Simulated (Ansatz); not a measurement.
Gas-phase electronic energies from Ansatz, PBE0-D4/def2-TZVP geometries. CCSD(T)/CBS adds triple-zeta CCSD(T) − MP2 to the extrapolated MP2 energy (def2 sets, frozen cores). This one scheme is used for every species. DFT in def2-TZVPP. Each species was taken in one conformer, which may not be the lowest.

Consider the ligand exchange at the Al–O bond: `[OH][Al]([OH])[F]` + H₂S → `[OH][Al]([F])[SH]` + H₂O.

CCSD(T)/CBS gives +4.9 kcal/mol.

Q: Another level gave +6.6 kcal/mol. Which?
A. RPA@PBE/def2-TZVPP
B. ωB97X-V/def2-TZVPP
C. CAM-B3LYP/def2-TZVPP
D. PBE0/def2-TZVPP

A: A. RPA@PBE/def2-TZVPP 6.6, PBE0 3.9, ωB97X-V 5.7, CAM-B3LYP 7.7 kcal/mol.

Q: What do rigid-rotor, harmonic-oscillator terms from PBE0-D4/def2-TZVP frequencies (298.15 K, 1 bar) make of the CCSD(T)/CBS value? (Estimate.)

A: Ansatz gave: ΔZPE = +1.2 kcal/mol, ΔH = +6.4 kcal/mol, ΔS = 6 J/(mol·K), ΔG = +6.0 kcal/mol.

Largest T1 diagnostic among the species: 0.012.

The D4 term adds −0.7 kcal/mol with B3LYP and −0.4 kcal/mol with PBE0; it sums over pairs of atoms, weighted by their polarisabilities, and B3LYP, whose exchange is more repulsive, gets the larger term. Leaving LDA and LC-ωPBE aside and taking each functional with its dispersion term where it has one, the values, not all of them listed here, spread over 3.8 kcal/mol, from HSE06-D4 to CAM-B3LYP-D4.

B3LYP here is the variant with VWN-RPA as its local correlation; programs differ in this.
